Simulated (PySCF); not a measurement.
A GIAO shielding run with PySCF 2.14 (density fitting, non-relativistic, gas phase) on `C([Si@H](OCC)C=O)([SiH3])[SiH3]`, C4H14O2Si3:

```
$ OMP_NUM_THREADS=1 python probes_run.py task.json out

{"job": {"kind": "nmr", "xc": "PBE0", "basis": "pcSseg-1"}, "charge": 0, "multiplicity": 1}
C      2.825326    -0.710133    -0.858999
C      2.084485     0.294380     0.010057
O      1.189562    -0.380744     0.852029
Si    -0.237518     0.089888     1.447939
C     -0.735469    -1.489453     2.397072
O     -1.747749    -1.575515     3.045440
C     -1.561548     0.496800     0.142760
Si    -1.880537    -0.967268    -1.039852
Si    -1.247902     2.131545    -0.781711
H      3.369472    -1.412650    -0.233280
H      3.526773    -0.195099    -1.509363
H      2.116664    -1.266406    -1.466989
H      1.538822     1.011702    -0.612210
H      2.791040     0.853716     0.634391
H     -0.094974     1.203374     2.396221
H     -0.062027    -2.371134     2.331923
H     -2.491118     0.639376     0.701129
H     -3.014174    -0.646325    -1.913442
H     -2.178416    -2.185982    -0.283691
H     -0.702679    -1.202599    -1.883351
H     -2.503427     2.626879    -1.348720
H     -0.699874     3.139218     0.133126
H     -0.289484     1.943417    -1.877460
```

Hardware: 1 thread of an Arm Neoverse V1, shared host. The job also computes population analyses, field gradients.

**Question.** How large is the calculation?

**Answer.** 96 electrons, 244 basis functions and 1337 auxiliary functions.

**Question.** How long does it take, and how much memory does it need?

**Answer.** 71 s of wall time, with 15 SCF cycles and 5 response iterations; peak memory 1.1 GiB. Times on a shared host scatter by some tens of per cent.
